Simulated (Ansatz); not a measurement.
This singlet lies 1.25 eV below the relaxed triplet at the level B3LYP/cc-pVTZ // PBE0-D3(BJ)/def2-TZVP (Ansatz, a program for electronic structure).

Species: C₂H₄Ge, SMILES `C=[CH][GeH]` (lower singlet; C–C–Ge–H torsion 179°) (charge 0, multiplicity 1).

Q: Give a relaxed geometry from PBE0-D3(BJ)/def2-TZVP (Ansatz).

A: This is not unique; one that fits is the end point of this relaxation, one of several conformers (outside a Z-matrix the atoms follow the SMILES, hydrogens last).
Bond lengths (Å): C1–C2 1.337, C1–H4 1.089, C1–H5 1.088, C2–Ge3 1.965, C2–H6 1.088, Ge3–H7 1.599. Bond angles (°): C2–C1–H4 121.1, C2–C1–H5 123.0, H4–C1–H5 115.9, C1–C2–Ge3 117.5, C1–C2–H6 118.5, Ge3–C2–H6 124.0, C2–Ge3–H7 95.1.
